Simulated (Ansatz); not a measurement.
Species: CH$_{3}$BBrO (charge 0, doublet). It need not be the lowest isomer of its formula. 
Geometry from a B3LYP-D3(BJ)/def2-TZVP (Ansatz, a first-principles code) optimisation:
```
C
H 1 1.0880
H 1 1.0880 2 109.81
H 1 1.0887 2 110.43 3 122.00
O 1 1.4401 2 107.74 3 -117.07
B 5 1.3125 1 128.63 2 -120.79
Br 6 1.9475 5 126.70 1 0.00
```
Charge 0, spin multiplicity 2.

Total electronic energies in hartree. Cores are frozen in the correlated levels unless marked. Open shells are spin-unrestricted. No spin-orbit coupling. The frozen core is the preceding noble-gas configuration, with the filled d and f shells of earlier blocks. Non-relativistic. CBS(X,Y): correlation extrapolated as X^-3; Hartree-Fock from the larger set. [CCSD(T)-MP2]/basis is that difference in the basis named.

```json
[
 {"level": "PBE-D3(BJ)/def2-TZVPD", "program": "Ansatz + dftd3", "energy (Eh)": "-2713.64067"},
 {"level": "PBE0/STO-3G", "program": "Ansatz", "energy (Eh)": "-2683.80086"},
 {"level": "PBE0-D3(BJ)/def2-TZVPD", "program": "Ansatz + dftd3", "energy (Eh)": "-2713.73936"},
 {"level": "B2GP-PLYP-D3(BJ)/def2-TZVPD", "program": "Ansatz + dftd3", "energy (Eh)": "___"},
 {"level": "MP2/CBS(cc-pVTZ,cc-pVQZ)", "program": "Ansatz", "energy (Eh)": "-2712.4396"},
 {"level": "CCSD(T)/6-31G*", "program": "Ansatz", "energy (Eh)": "-2711.80935"},
 {"level": "CCSD(T)/cc-pVTZ", "program": "Ansatz", "energy (Eh)": "-2712.39560"},
 {"level": "RI-MP2/CBS(cc-pVTZ,cc-pVQZ)+[CCSD(T)-MP2]/cc-pVQZ", "program": "Ansatz", "energy (Eh)": "-2712.4971"},
 {"level": "CCSD(T)/CBS(cc-pVTZ,cc-pVQZ)", "program": "Ansatz", "energy (Eh)": "-2712.4958"}
]
```

Task: Some entries are withheld; supply them.

Result: 
- B2GP-PLYP-D3(BJ)/def2-TZVPD, energy (Eh): -2713.49583
